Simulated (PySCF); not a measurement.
# Calculated NMR parameters of CC#C[SiH2]OC/C=C/CC

- Formula: C8H14OSi
- SMILES: CC#C[SiH2]OC/C=C/CC
- Point group of the computed structure: C1
- Degrees of unsaturation: 3
- Carbon signals: 8
- Proton signals: 7

Numbering as in the mapped SMILES `[CH3:1][C:2]#[C:3][SiH2:4][O:5][CH2:6]/[CH:7]=[CH:8]/[CH2:9][CH3:10]`. Hydrogens are named by the atom that carries them.

[PySCF 2.14: GFN2-xTB geometry; NMR shieldings at PBE0/pcSseg-1/GIAO; no solvent; non-relativistic Hamiltonian; fast rotation and ring inversion assumed for equivalent nuclei; one conformer]

Shifts are taken against calculated references (same method and geometry level): TMS for 1H (31.72 ppm), 13C (186.93 ppm), 29Si (349.16 ppm); H2O for 17O (336.08 ppm).

| carbon | δC, type | δH (multiplicity) | HMBC from (2–3 bonds) | span of the C tensor (ppm) |
| --- | --- | --- | --- | --- |
| C1 | 5.9, CH3 | 2.08 (s) | – | 25 |
| C2 | 113.0, C | – | H(Si4), H(C1) | 284 |
| C3 | 84.6, C | – | H(Si4), H(C1) | 255 |
| C6 | 69.1, CH2 | 4.32 (d) | H(C7), H(C8), H(Si4) | 55 |
| C7 | 137.5, CH | 6.05 (m) | H(C8), H(C6), H(C9) | 196 |
| C8 | 142.5, CH | 5.87 (m) | H(C7), H(C6), H(C9), H(C10) | 210 |
| C9 | 32.0, CH2 | 2.12 (m) | H(C7), H(C8), H(C10) | 25 |
| C10 | 17.3, CH3 | 1.09 (t) | H(C8), H(C9) | 27 |

Other nuclei:
| atoms | nucleus | environment | δ (ppm) | σ (ppm) |
| --- | --- | --- | --- | --- |
| H(Si4) | 1H | hydrogen on a silicon bonded to C, O | 4.97 | 26.74 |
| Si4 | 29Si | silicon bonded to C, O, 2 H | -53.0 | 402.1 |
| O5 | 17O | oxygen bonded to C, Si | 35.4 | 300.7 |

1. Carbon types of the structure: 2 × C, 2 × CH, 2 × CH2, 2 × CH3, leaving 2 H on heteroatoms.
2. δC 142.5, 137.5: alkene CH; the olefinic region.
3. δC 113.0, 84.6: alkyne carbon.
4. δC 69.1: allylic sp3 CH2 bonded to O; the inductive effect lowers its shielding.
5. δC 32.0: allylic sp3 CH2; a saturated carbon with 2 carbon neighbours and no heteroatom attached.
6. δH 4.32: hydrogen on an allylic sp3 CH2 bonded to O; its carbon carries O, an electronegative neighbour.

Shifts are as computed. Against solution values, carbons near 30 ppm lie about +3 ppm off and those near 130 ppm about +5 ppm. Of 1211 compounds with measured shifts, 218 miss one by over three times the rms of a fit or turn the order of signals round; such compounds aren't used in these exercises. Experimental scales use liquid or dissolved standards, which lie at an offset from isolated H2O (liquid H2O: subtract about 36 ppm). No couplings were computed; multiplicities are counted from neighbouring protons, with m where these are inequivalent, close in shift, in a saturated or five-membered ring or joined by F or P, and br s for small geminal =CH2 splittings.
